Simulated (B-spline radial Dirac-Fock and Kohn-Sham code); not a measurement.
## K-shell conversion coefficients of Mg against transition energy

Model: a Dirac-Hartree-Slater potential of the neutral atom with a Latter tail (no hole, which puts coefficients of high multipoles low close above an edge), finite nucleus with surface currents. Program: a radial B-spline solver. Subshells within 1 keV of threshold and pair formation are left out.

```
energy (keV)        E1        E2        E5        M1        M3        M5
        12.6      4.03       308  7.38e+07     0.528      2640  1.24e+07
        19.6      1.02      55.2  4.59e+06     0.154       342    751000
          20     0.961      50.9  4.03e+06     0.146       312    660000
        24.6     0.501      22.4  1.06e+06    0.0827       121    176000
        26.6     0.392      16.4    633000    0.0669      84.4    107000
          50    0.0521      1.27      9640    0.0125      4.92      1980
        58.6    0.0312     0.664      3330   0.00830      2.44       734
        95.5   0.00643    0.0897       127   0.00240     0.295      36.8
         100   0.00554    0.0742      93.5   0.00214     0.242      27.9
         105   0.00473    0.0608      67.6   0.00189     0.197      20.8
         150   0.00150    0.0142      6.44  0.000791    0.0448      2.54
         164   0.00113   0.00993      3.61  0.000638    0.0311      1.52
         200  0.000603   0.00449      1.01  0.000399    0.0141     0.495
         225  0.000418   0.00282     0.478  0.000303   0.00888     0.258
         235  0.000365   0.00238     0.364  0.000274   0.00750     0.203
         368  9.60e-05  0.000437    0.0244  9.95e-05   0.00141    0.0193
         378  8.89e-05  0.000396    0.0209  9.38e-05   0.00128    0.0169
         411  7.03e-05  0.000294    0.0130  7.82e-05  0.000951    0.0112
         436  5.98e-05  0.000239   0.00932  6.89e-05  0.000774   0.00839
         484  4.52e-05  0.000167   0.00527  5.52e-05  0.000541   0.00510
         500  4.15e-05  0.000150   0.00443  5.15e-05  0.000485   0.00437
         636  2.28e-05  6.91e-05   0.00129  3.14e-05  0.000221   0.00147
         828  1.26e-05  3.21e-05  0.000379  1.87e-05  9.80e-05  0.000486
         929  9.92e-06  2.36e-05  0.000232  1.50e-05  7.01e-05  0.000308
        1000  8.58e-06  1.95e-05  0.000172  1.31e-05  5.68e-05  0.000233
        1310  5.26e-06  1.04e-05  6.25e-05  8.03e-06  2.74e-05  8.80e-05
        1660  3.58e-06  6.33e-06  2.87e-05  5.35e-06  1.52e-05  4.05e-05
        2000  2.72e-06  4.45e-06  1.66e-05  3.95e-06  9.83e-06  2.31e-05
```

Q: How fast do they fall between 1310 and 2000 keV?

A: As powers of the energy: E1 E^-1.56, E2 E^-2.00, E5 E^-3.14, M1 E^-1.68, M3 E^-2.42, M5 E^-3.16. Within one type (E or M) the higher multipoles fall faster.

Values without a named source are computed, but for edge energies of neutral atoms, which are taken from tables.
